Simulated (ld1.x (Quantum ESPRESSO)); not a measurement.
# Which change was made? (Nb, TM semilocal)

ld1.x (Quantum ESPRESSO) 7.5 input, shortened:

```
&input
   title='Nb', zed=41., rel=1, dft='BLYP', iswitch=3,
   config='[Kr] 4d4 5s0.75 5p0'
 /
 &inputp
   pseudotype=1, tm=.true., lloc=1,
   nlcc=.true., rcore=1.30
 /
3
5S  1  0   0.75   0.00  2.50  2.50  0.0
4D  3  2   4.00   0.00  1.70  1.70  0.0
5P  2  1   0.00   0.00  4.20  4.20  0.0
 &test
   configts(1)='4d4 5s0.75 5p0'
 /
```

Cutoffs, loose and tight: the cutoffs (Ry, on a coarse ladder) from which the occupation-weighted sum of valence levels, in a spherical-Bessel basis at the reference potential, stays within 10 and 1 mRy of its value at 400 Ry. They do not see the model core or the augmentation charge, which bear on the density cutoff. Test errors are all-electron minus pseudo excitation energies from the reference, over the configurations 4d4 5s1 5p0; 4d4 5s0 5p0; 4d3 5s0 5p0; 4d4.5 5s0.5 5p0; 4d3 5s2 5p0; 4d4 5s0.5 5p0; 4d1 5s0 5p0; variants that change the core or the reference have their own tests.

The base gives: outcome: generated; cutoff, loose: 35 Ry; cutoff, tight: 45 Ry; bound ghosts: none; largest test error (meV): -1475.

(1) After one change the result is: outcome: generated; cutoff, loose: 30 Ry; cutoff, tight: 35 Ry; bound ghosts: none; largest test error (meV): -1283. Which change was it?
A. wave 4d (bound): rc 1.70 bohr becomes 4d (bound): rc 2.60 bohr
B. wave 4d (bound): rc 1.70 bohr becomes 4d (bound): rc 1.12 bohr
C. wave 4d (bound): rc 1.70 bohr becomes 4d (bound): rc 1.32 bohr

## Answers

(1) A. The others give: wave 4d (bound): rc 1.70 bohr becomes 4d (bound): rc 1.32 bohr → outcome: generated; cutoff, loose: 45 Ry; cutoff, tight: 70 Ry; bound ghosts: none; largest test error (meV): -1479 | wave 4d (bound): rc 1.70 bohr becomes 4d (bound): rc 1.12 bohr → outcome: generated; cutoff, loose: 110 Ry; cutoff, tight: 140 Ry; bound ghosts: none; largest test error (meV): -1479.
